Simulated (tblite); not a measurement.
Compound: C6H7O2S (charge -1).
SMILES with atom numbers: `[CH3:1][CH2:2][O:3][c:4]1[cH:5][cH:6][o:7][c:8]1[S-:9]` (hydrogens: H10, H11, H12 on C1; H13, H14 on C2; H15 on C5; H16 on C6)
Bond orders are those of one Lewis drawing.

Computed with GFN2-xTB (tblite), gas phase: Langevin dynamics at 300 K from the optimised GFN2-xTB geometry, time step 0.5 fs, friction 0.01 fs⁻¹, 2000 steps. The instantaneous temperature is 2·E(kin)/(3Nk) with all 3N coordinates.

```json
{"t (fs)": "0", "T (K)": "244", "E(pot) above start (eV)": "0.000", "C1–C2 (Å)": "1.522", "C2–O3 (Å)": "1.409", "O3–C4 (Å)": "1.386", "C4–C5 (Å)": "1.413", "C5–C6 (Å)": "1.361", "C1–H10 (Å)": "1.088", "C1–C2–O3–C4 (°)": "-179"}
{"t (fs)": "25", "T (K)": "156", "E(pot) above start (eV)": "0.263", "C1–C2 (Å)": "1.547", "C2–O3 (Å)": "1.438", "O3–C4 (Å)": "1.406", "C4–C5 (Å)": "1.397", "C5–C6 (Å)": "1.361", "C1–H10 (Å)": "1.091", "C1–C2–O3–C4 (°)": "-178"}
{"t (fs)": "50", "T (K)": "177", "E(pot) above start (eV)": "0.393", "C1–C2 (Å)": "1.530", "C2–O3 (Å)": "1.420", "O3–C4 (Å)": "1.414", "C4–C5 (Å)": "1.371", "C5–C6 (Å)": "1.351", "C1–H10 (Å)": "1.096", "C1–C2–O3–C4 (°)": "-171"}
{"t (fs)": "75", "T (K)": "205", "E(pot) above start (eV)": "0.463", "C1–C2 (Å)": "1.500", "C2–O3 (Å)": "1.437", "O3–C4 (Å)": "1.418", "C4–C5 (Å)": "1.420", "C5–C6 (Å)": "1.352", "C1–H10 (Å)": "1.111", "C1–C2–O3–C4 (°)": "-168"}
{"t (fs)": "100", "T (K)": "239", "E(pot) above start (eV)": "0.636", "C1–C2 (Å)": "1.535", "C2–O3 (Å)": "1.429", "O3–C4 (Å)": "1.395", "C4–C5 (Å)": "1.383", "C5–C6 (Å)": "1.355", "C1–H10 (Å)": "1.068", "C1–C2–O3–C4 (°)": "178"}
{"t (fs)": "125", "T (K)": "310", "E(pot) above start (eV)": "0.407", "C1–C2 (Å)": "1.553", "C2–O3 (Å)": "1.392", "O3–C4 (Å)": "1.420", "C4–C5 (Å)": "1.400", "C5–C6 (Å)": "1.369", "C1–H10 (Å)": "1.101", "C1–C2–O3–C4 (°)": "-177"}
{"t (fs)": "150", "T (K)": "303", "E(pot) above start (eV)": "0.424", "C1–C2 (Å)": "1.531", "C2–O3 (Å)": "1.380", "O3–C4 (Å)": "1.401", "C4–C5 (Å)": "1.422", "C5–C6 (Å)": "1.379", "C1–H10 (Å)": "1.097", "C1–C2–O3–C4 (°)": "-164"}
{"t (fs)": "175", "T (K)": "261", "E(pot) above start (eV)": "0.500", "C1–C2 (Å)": "1.535", "C2–O3 (Å)": "1.455", "O3–C4 (Å)": "1.401", "C4–C5 (Å)": "1.385", "C5–C6 (Å)": "1.395", "C1–H10 (Å)": "1.063", "C1–C2–O3–C4 (°)": "-156"}
{"t (fs)": "200", "T (K)": "198", "E(pot) above start (eV)": "0.495", "C1–C2 (Å)": "1.555", "C2–O3 (Å)": "1.421", "O3–C4 (Å)": "1.377", "C4–C5 (Å)": "1.419", "C5–C6 (Å)": "1.389", "C1–H10 (Å)": "1.071", "C1–C2–O3–C4 (°)": "-148"}
{"t (fs)": "225", "T (K)": "209", "E(pot) above start (eV)": "0.428", "C1–C2 (Å)": "1.530", "C2–O3 (Å)": "1.379", "O3–C4 (Å)": "1.357", "C4–C5 (Å)": "1.438", "C5–C6 (Å)": "1.347", "C1–H10 (Å)": "1.082", "C1–C2–O3–C4 (°)": "-142"}
{"t (fs)": "250", "T (K)": "266", "E(pot) above start (eV)": "0.435", "C1–C2 (Å)": "1.555", "C2–O3 (Å)": "1.381", "O3–C4 (Å)": "1.398", "C4–C5 (Å)": "1.443", "C5–C6 (Å)": "1.362", "C1–H10 (Å)": "1.053", "C1–C2–O3–C4 (°)": "-149"}
{"t (fs)": "275", "T (K)": "232", "E(pot) above start (eV)": "0.608", "C1–C2 (Å)": "1.568", "C2–O3 (Å)": "1.398", "O3–C4 (Å)": "1.401", "C4–C5 (Å)": "1.415", "C5–C6 (Å)": "1.354", "C1–H10 (Å)": "1.117", "C1–C2–O3–C4 (°)": "-146"}
{"t (fs)": "300", "T (K)": "300", "E(pot) above start (eV)": "0.476", "C1–C2 (Å)": "1.524", "C2–O3 (Å)": "1.428", "O3–C4 (Å)": "1.376", "C4–C5 (Å)": "1.413", "C5–C6 (Å)": "1.349", "C1–H10 (Å)": "1.126", "C1–C2–O3–C4 (°)": "-150"}
{"t (fs)": "325", "T (K)": "227", "E(pot) above start (eV)": "0.646", "C1–C2 (Å)": "1.496", "C2–O3 (Å)": "1.510", "O3–C4 (Å)": "1.374", "C4–C5 (Å)": "1.456", "C5–C6 (Å)": "1.343", "C1–H10 (Å)": "1.091", "C1–C2–O3–C4 (°)": "-150"}
{"t (fs)": "350", "T (K)": "316", "E(pot) above start (eV)": "0.478", "C1–C2 (Å)": "1.507", "C2–O3 (Å)": "1.431", "O3–C4 (Å)": "1.399", "C4–C5 (Å)": "1.479", "C5–C6 (Å)": "1.342", "C1–H10 (Å)": "1.061", "C1–C2–O3–C4 (°)": "-149"}
{"t (fs)": "375", "T (K)": "317", "E(pot) above start (eV)": "0.554", "C1–C2 (Å)": "1.574", "C2–O3 (Å)": "1.349", "O3–C4 (Å)": "1.356", "C4–C5 (Å)": "1.478", "C5–C6 (Å)": "1.345", "C1–H10 (Å)": "1.104", "C1–C2–O3–C4 (°)": "-146"}
{"t (fs)": "400", "T (K)": "301", "E(pot) above start (eV)": "0.527", "C1–C2 (Å)": "1.579", "C2–O3 (Å)": "1.404", "O3–C4 (Å)": "1.362", "C4–C5 (Å)": "1.454", "C5–C6 (Å)": "1.370", "C1–H10 (Å)": "1.132", "C1–C2–O3–C4 (°)": "-150"}
{"t (fs)": "425", "T (K)": "303", "E(pot) above start (eV)": "0.489", "C1–C2 (Å)": "1.523", "C2–O3 (Å)": "1.442", "O3–C4 (Å)": "1.351", "C4–C5 (Å)": "1.432", "C5–C6 (Å)": "1.395", "C1–H10 (Å)": "1.068", "C1–C2–O3–C4 (°)": "-142"}
{"t (fs)": "450", "T (K)": "182", "E(pot) above start (eV)": "0.644", "C1–C2 (Å)": "1.471", "C2–O3 (Å)": "1.446", "O3–C4 (Å)": "1.406", "C4–C5 (Å)": "1.444", "C5–C6 (Å)": "1.417", "C1–H10 (Å)": "1.092", "C1–C2–O3–C4 (°)": "-140"}
{"t (fs)": "475", "T (K)": "231", "E(pot) above start (eV)": "0.604", "C1–C2 (Å)": "1.521", "C2–O3 (Å)": "1.361", "O3–C4 (Å)": "1.362", "C4–C5 (Å)": "1.438", "C5–C6 (Å)": "1.399", "C1–H10 (Å)": "1.094", "C1–C2–O3–C4 (°)": "-130"}
{"t (fs)": "500", "T (K)": "253", "E(pot) above start (eV)": "0.429", "C1–C2 (Å)": "1.543", "C2–O3 (Å)": "1.426", "O3–C4 (Å)": "1.402", "C4–C5 (Å)": "1.450", "C5–C6 (Å)": "1.364", "C1–H10 (Å)": "1.049", "C1–C2–O3–C4 (°)": "-126"}
{"t (fs)": "525", "T (K)": "247", "E(pot) above start (eV)": "0.480", "C1–C2 (Å)": "1.546", "C2–O3 (Å)": "1.459", "O3–C4 (Å)": "1.354", "C4–C5 (Å)": "1.425", "C5–C6 (Å)": "1.350", "C1–H10 (Å)": "1.069", "C1–C2–O3–C4 (°)": "-120"}
{"t (fs)": "550", "T (K)": "306", "E(pot) above start (eV)": "0.503", "C1–C2 (Å)": "1.500", "C2–O3 (Å)": "1.467", "O3–C4 (Å)": "1.392", "C4–C5 (Å)": "1.437", "C5–C6 (Å)": "1.349", "C1–H10 (Å)": "1.128", "C1–C2–O3–C4 (°)": "-124"}
{"t (fs)": "575", "T (K)": "308", "E(pot) above start (eV)": "0.527", "C1–C2 (Å)": "1.471", "C2–O3 (Å)": "1.431", "O3–C4 (Å)": "1.439", "C4–C5 (Å)": "1.441", "C5–C6 (Å)": "1.367", "C1–H10 (Å)": "1.099", "C1–C2–O3–C4 (°)": "-133"}
{"t (fs)": "600", "T (K)": "304", "E(pot) above start (eV)": "0.587", "C1–C2 (Å)": "1.515", "C2–O3 (Å)": "1.420", "O3–C4 (Å)": "1.399", "C4–C5 (Å)": "1.450", "C5–C6 (Å)": "1.358", "C1–H10 (Å)": "1.092", "C1–C2–O3–C4 (°)": "-129"}
{"t (fs)": "625", "T (K)": "279", "E(pot) above start (eV)": "0.854", "C1–C2 (Å)": "1.535", "C2–O3 (Å)": "1.354", "O3–C4 (Å)": "1.352", "C4–C5 (Å)": "1.447", "C5–C6 (Å)": "1.329", "C1–H10 (Å)": "1.078", "C1–C2–O3–C4 (°)": "-125"}
{"t (fs)": "650", "T (K)": "346", "E(pot) above start (eV)": "0.550", "C1–C2 (Å)": "1.514", "C2–O3 (Å)": "1.408", "O3–C4 (Å)": "1.400", "C4–C5 (Å)": "1.460", "C5–C6 (Å)": "1.350", "C1–H10 (Å)": "1.073", "C1–C2–O3–C4 (°)": "-117"}
{"t (fs)": "675", "T (K)": "294", "E(pot) above start (eV)": "0.597", "C1–C2 (Å)": "1.543", "C2–O3 (Å)": "1.449", "O3–C4 (Å)": "1.381", "C4–C5 (Å)": "1.439", "C5–C6 (Å)": "1.354", "C1–H10 (Å)": "1.119", "C1–C2–O3–C4 (°)": "-118"}
{"t (fs)": "700", "T (K)": "340", "E(pot) above start (eV)": "0.572", "C1–C2 (Å)": "1.558", "C2–O3 (Å)": "1.439", "O3–C4 (Å)": "1.412", "C4–C5 (Å)": "1.446", "C5–C6 (Å)": "1.333", "C1–H10 (Å)": "1.107", "C1–C2–O3–C4 (°)": "-130"}
{"t (fs)": "725", "T (K)": "293", "E(pot) above start (eV)": "0.514", "C1–C2 (Å)": "1.540", "C2–O3 (Å)": "1.382", "O3–C4 (Å)": "1.382", "C4–C5 (Å)": "1.450", "C5–C6 (Å)": "1.349", "C1–H10 (Å)": "1.084", "C1–C2–O3–C4 (°)": "-121"}
{"t (fs)": "750", "T (K)": "276", "E(pot) above start (eV)": "0.524", "C1–C2 (Å)": "1.559", "C2–O3 (Å)": "1.396", "O3–C4 (Å)": "1.424", "C4–C5 (Å)": "1.449", "C5–C6 (Å)": "1.354", "C1–H10 (Å)": "1.084", "C1–C2–O3–C4 (°)": "-122"}
{"t (fs)": "775", "T (K)": "395", "E(pot) above start (eV)": "0.523", "C1–C2 (Å)": "1.545", "C2–O3 (Å)": "1.418", "O3–C4 (Å)": "1.422", "C4–C5 (Å)": "1.449", "C5–C6 (Å)": "1.370", "C1–H10 (Å)": "1.113", "C1–C2–O3–C4 (°)": "-109"}
{"t (fs)": "800", "T (K)": "332", "E(pot) above start (eV)": "0.589", "C1–C2 (Å)": "1.531", "C2–O3 (Å)": "1.426", "O3–C4 (Å)": "1.370", "C4–C5 (Å)": "1.432", "C5–C6 (Å)": "1.349", "C1–H10 (Å)": "1.093", "C1–C2–O3–C4 (°)": "-96"}
{"t (fs)": "825", "T (K)": "402", "E(pot) above start (eV)": "0.458", "C1–C2 (Å)": "1.568", "C2–O3 (Å)": "1.448", "O3–C4 (Å)": "1.338", "C4–C5 (Å)": "1.420", "C5–C6 (Å)": "1.358", "C1–H10 (Å)": "1.069", "C1–C2–O3–C4 (°)": "-107"}
{"t (fs)": "850", "T (K)": "242", "E(pot) above start (eV)": "0.561", "C1–C2 (Å)": "1.557", "C2–O3 (Å)": "1.494", "O3–C4 (Å)": "1.383", "C4–C5 (Å)": "1.430", "C5–C6 (Å)": "1.369", "C1–H10 (Å)": "1.094", "C1–C2–O3–C4 (°)": "-97"}
{"t (fs)": "875", "T (K)": "324", "E(pot) above start (eV)": "0.466", "C1–C2 (Å)": "1.514", "C2–O3 (Å)": "1.421", "O3–C4 (Å)": "1.412", "C4–C5 (Å)": "1.447", "C5–C6 (Å)": "1.391", "C1–H10 (Å)": "1.114", "C1–C2–O3–C4 (°)": "-82"}
{"t (fs)": "900", "T (K)": "395", "E(pot) above start (eV)": "0.707", "C1–C2 (Å)": "1.622", "C2–O3 (Å)": "1.340", "O3–C4 (Å)": "1.411", "C4–C5 (Å)": "1.448", "C5–C6 (Å)": "1.371", "C1–H10 (Å)": "1.084", "C1–C2–O3–C4 (°)": "-95"}
{"t (fs)": "925", "T (K)": "315", "E(pot) above start (eV)": "0.740", "C1–C2 (Å)": "1.572", "C2–O3 (Å)": "1.401", "O3–C4 (Å)": "1.356", "C4–C5 (Å)": "1.445", "C5–C6 (Å)": "1.309", "C1–H10 (Å)": "1.087", "C1–C2–O3–C4 (°)": "-110"}
{"t (fs)": "950", "T (K)": "415", "E(pot) above start (eV)": "0.661", "C1–C2 (Å)": "1.481", "C2–O3 (Å)": "1.446", "O3–C4 (Å)": "1.386", "C4–C5 (Å)": "1.459", "C5–C6 (Å)": "1.313", "C1–H10 (Å)": "1.036", "C1–C2–O3–C4 (°)": "-104"}
{"t (fs)": "975", "T (K)": "348", "E(pot) above start (eV)": "0.635", "C1–C2 (Å)": "1.529", "C2–O3 (Å)": "1.464", "O3–C4 (Å)": "1.414", "C4–C5 (Å)": "1.472", "C5–C6 (Å)": "1.355", "C1–H10 (Å)": "1.080", "C1–C2–O3–C4 (°)": "-103"}
{"t (fs)": "1000", "T (K)": "389", "E(pot) above start (eV)": "0.572", "C1–C2 (Å)": "1.566", "C2–O3 (Å)": "1.481", "O3–C4 (Å)": "1.387", "C4–C5 (Å)": "1.438", "C5–C6 (Å)": "1.336", "C1–H10 (Å)": "1.155", "C1–C2–O3–C4 (°)": "-107"}
```

Q: From 500 fs on, how do temperature and potential energy compare with equipartition?

A: The mean temperature of these 21 frames is 324 K against the target 300 K, and the mean potential energy 0.57 eV against 42 × kT/2 = 0.54 eV for 42 classical harmonic modes. For 16 atoms in a canonical ensemble the temperature itself scatters by T·√(2/(3N)) = 61 K; here its standard deviation is 51 K. The whole run lasts only 10 friction times of 100 fs, so these averages carry a wide statistical error.

Q: What are the kinetic and total energies of the listed frame with the highest potential energy?

A: The one at 625 fs, 0.854 eV above the start. Its kinetic energy is 3NkT/2 = 0.578 eV at 279 K, so the sum is 1.43 eV; over the listed frames the sum runs from 0.50 to 1.52 eV, since the thermostat adds and removes energy.

Q: How much do the listed bonds fluctuate from 500 fs on?

A: 
```
  bond  at the start (Å)  mean (Å)  standard deviation (Å)
 C1–C2             1.522     1.538                   0.033
 C2–O3             1.409     1.427                   0.038
 O3–C4             1.386     1.391                   0.026
 C4–C5             1.413     1.444                   0.012
 C5–C6             1.361     1.351                   0.019
C1–H10             1.088     1.091                   0.026
```

The motion is classical and holds no zero-point motion.

The cost below is that of the whole dynamics run. Hardware: Intel Xeon 6975P-C, one thread, on a shared host. Cost: 13 s wall, 0.18 GiB resident at most.
